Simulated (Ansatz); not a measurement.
Input file for Ansatz (a first-principles code): U-CCSD(T)/def2-TZVPP on BeB-, 2S+1 = 3, a spin state set in the input, which need not be the lowest, a point of a bond scan (R = 1.797 Å). Charge -1.

Ansatz 0.2 input:
```yaml
crystal:
  periodic: [false, false, false]
  atoms:
    - {symbol: Be, position_ang: [0.00000000, 0.00000000, 0.00000000]}
    - {symbol: B, position_ang: [0.00000000, 0.00000000, 1.79742900]}
basis:
  gaussian:
    orbitals: def2-TZVPP
    pivot_positions_ang: [[0.00000000, 0.00000000, 0.00000000], [0.00000000, 0.00000000, 1.79742900]]
total_charge: -1
magnetization: {spin_polarized: true, initial_magnetization: 2}
correlation: {method: ccsd_t, electrons: valence}
output: {orbitals: {seedname: ./end}}
```

Give the final energy of this run.

-39.3161 hartree (reference determinant -39.1647, T1 diagnostic 0.062). Its determinant has ⟨S²⟩ = 2.91, a mixture of spin states.

How many basis functions does it have, and what does it roughly cost on one machine?

50 functions; around 23 core-seconds (rough).
